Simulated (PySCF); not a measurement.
Broadened absorption spectrum of C3H11ClSi3

C3H11ClSi3.
Z-matrix (Å and degrees, GFN2-xTB geometry), rows numbered from 1:
```
C 
C   1  1.5222
Si  2  1.9225  1  117.20
C   3  1.9172  2   87.71  1  -128.42
Si  4  1.9264  3   92.51  2     6.07
Si  5  2.3091  2  114.08  1  -112.99
Cl  6  2.0285  5  110.22  2   166.92
H   1  1.0898  2  111.04  3   174.68
H   1  1.0879  2  110.67  3    54.70
H   1  1.0896  2  110.94  3   -65.15
H   2  1.0938  1  107.65  3   125.83
H   3  1.4634  2  113.37  1   -13.67
H   3  1.4645  2  115.55  1   114.65
H   4  1.0877  3  113.39  2  -111.41
H   4  1.0864  3  115.02  2   125.81
H   5  1.4753  2  110.29  1    17.90
H   6  1.4660  5  114.38  2    48.74
H   6  1.4663  5  114.87  2   -74.16
```

Theory: TDDFT CAM-B3LYP/def2-SVPD, vertical, gas phase, core orbitals frozen in the response (PySCF 2.14.0, density-fitted response routines).

Broadening: Gaussians 0.3 eV wide at half height, area fixed by f = 4.319×10⁻⁹ ∫ε dν̃. The cross-section is σ = 3.8235×10⁻²¹ ε cm², given in Mb (10⁻¹⁸ cm²). The width is an assumption, not a result. The curve ends short of the highest state used, and states not computed would add to its high-energy end.

λ (nm), σ (Mb) and a bar:
```
    190.5       5.04 ############################
    191.9       2.93 ################
    193.3       1.61 #########
    194.7       0.88 #####
    196.1       0.59 ###
    197.6       0.63 ###
    199.0       0.91 #####
    200.4       1.31 #######
    201.8       1.74 ##########
    203.2       2.07 ###########
    204.6       2.22 ############
    206.0       2.16 ############
    207.4       1.94 ###########
    208.8       1.68 #########
    210.2       1.53 ########
    211.7       1.61 #########
    213.1       2.00 ###########
    214.5       2.67 ###############
    215.9       3.51 ###################
    217.3       4.38 ########################
    218.7       5.07 ############################
    220.1       5.42 ##############################
    221.5       5.37 ##############################
    222.9       4.93 ###########################
    224.3       4.21 #######################
    225.8       3.28 ##################
    227.2       2.42 #############
    228.6       1.68 #########
    230.0       1.09 ######
    231.4       0.67 ####
    232.8       0.38 ##
    234.2       0.21 #
    235.6       0.11 #
    237.0       0.05 
    238.4       0.02 
    239.9       0.01
```

Question: Locate the maxima and give the states behind the curve.

Answer: 221 nm (5.62 eV), ε about 1400, made up of S1 (100%); 205 nm (6.05 eV), ε about 580, made up of S2 (99%) (ε in L mol⁻¹ cm⁻¹; maxima over ε = 5, shares over 10%). At its high-energy end, 6.51 eV, the curve is still rising (ε about 1300, from S3, S4 and S5). The states used: S1 5.62 eV (f 0.016); S2 6.06 eV (f 0.0064); S3 6.60 eV (f 0.0085); S4 6.69 eV (f 0.017); S5 6.88 eV (f 0.152); S6 6.93 eV (f 0.023); S7 7.01 eV (f 0.157); S8 7.11 eV (f 0.035).

Question: What would ε be at 5.62 eV, the highest of these maxima, with half the width (0.15 eV)?

Answer: About 2850 L mol⁻¹ cm⁻¹ against 1430, a factor of about 2.00; a lone state at its own centre would give exactly 2.

Question: Coming from long wavelengths, where does ε first pass 100 L mol⁻¹ cm⁻¹?

Answer: At about 233 nm (5.33 eV), 0.29 eV below S1.

Question: On this curve, what absorbance would a 10⁻³ mol/L sample give at 222 nm over a 1 cm path?

Answer: 222 nm is 5.585 eV, where ε is about 1400 L mol⁻¹ cm⁻¹, so A = ε c l ≈ 1.4 (Beer–Lambert, with the gas-phase spectrum and the assumed width).

Time: 2.1 min of wall time; peak memory 1.2 GiB. Hardware: Arm Neoverse N1, one thread (shared host).

One conformer stands for the species.
